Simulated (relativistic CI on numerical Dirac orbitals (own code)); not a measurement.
# Spin-allowed bands of a d3 ion in an octahedral site, by hand

Problem. Take Δ = 14630 cm⁻¹ and B = 770 cm⁻¹ for a d3 ion in an octahedral site. Calculate the three spin-allowed bands.

Working.
1. The terms of highest spin are 4F (energy 0) and 4P (15B = 11550 cm⁻¹). Here the F term splits into A2 at −1.2Δ = -17556, T2 at −0.2Δ = -2926 and T1 at +0.6Δ = 8778 cm⁻¹.
2. The two T1 states mix through the element 0.4Δ: H = [[8778, 5852], [5852, 11550]], with roots ½(H₁₁ + H₂₂) ∓ ½√[(H₂₂ − H₁₁)² + 4H₁₂²] = ½(20328) ∓ ½(12028) = 4150 and 16178 cm⁻¹.
3. The ground term is 4A2 at -17556 cm⁻¹.
4. Bands: 4T2 14630 cm⁻¹ (684 nm), 4T1(F) 21706 cm⁻¹ (461 nm), 4T1(P) 33734 cm⁻¹ (296 nm).

Check. Exact diagonalisation of the whole d3 shell with these parameters gives 4T2 14630, 4T1 21706, 4T1 33734 cm⁻¹. The match is exact, since without spin-orbit coupling no other term has this spin. The ratio of the second band to the first, 1.484, depends on Δ/B = 19.0 alone, which is how a Tanabe-Sugano diagram is read.
